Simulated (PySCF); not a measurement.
YF2, SMILES [F][Y][F] (connectivity only; charge and spin as stated), neutral, multiplicity 2.

The structure is a stationary point at PBE0-D3(BJ)/def2-TZVP. The spin state was assumed, not searched. The isomer is the one that the SMILES or the coordinates give; other isomers of the formula were not compared. The def2 effective core potentials stand for the cores of Y; spin–orbit coupling is left out.

The numbers are results of PySCF with PBE/def2-TZVPD, not measurements.

Gas-phase values at a fixed geometry.

Estimate the frontier levels, dipole moment and polarisability. (The exact figures need the calculation; the answer reports its results.)


The α spin, highest occupied and lowest empty level comes out as -4.10 and -2.73 eV and the β spin, highest occupied and lowest empty level comes out as -8.85 and -2.98 eV. The dipole moment is 2.82 D, the quadrupole, principal values (traceless, Buckingham form, about the centre of nuclear charge) is -8.05, 2.68, 5.37 D·Å and the mean static polarisability is 103.1 bohr³ (15.27 Å³). The polarisability, principal values is 73.7, 103.7, 131.9 bohr³ and the ⟨S²⟩ is 0.751 (pure state 0.75).
